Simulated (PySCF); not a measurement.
[Mo(=O)2(Cl)2] (charge 0, multiplicity 1)

These are TPSSh-D3(BJ)/def2-TZVP // TPSS-D3(BJ)/def2-SVP run with PySCF values and carry that method's errors.

```
Quantity                                                               Value
-------------------------------------  -------------------------------------
HOMO                                                                -9.09 eV
dipole moment                                                         1.23 D
HOMO–LUMO gap                                                        4.72 eV
LUMO                                                                -4.37 eV
charge on the central atom (Mulliken)                                 1.59 e
total energy                                                   -1139.3847 Ha
cost                                   about 4 core-minutes (a rough figure)
```

Bonded distances (Å): Mo1–O2 1.688, Mo1–O3 1.688, Mo1–Cl4 2.272, Mo1–Cl5 2.273. Angles (°): O2–Mo1–O3 106.5, O2–Mo1–Cl4 109.4, O2–Mo1–Cl5 109.5, O3–Mo1–Cl4 109.4, O3–Mo1–Cl5 109.5, Cl4–Mo1–Cl5 112.3.
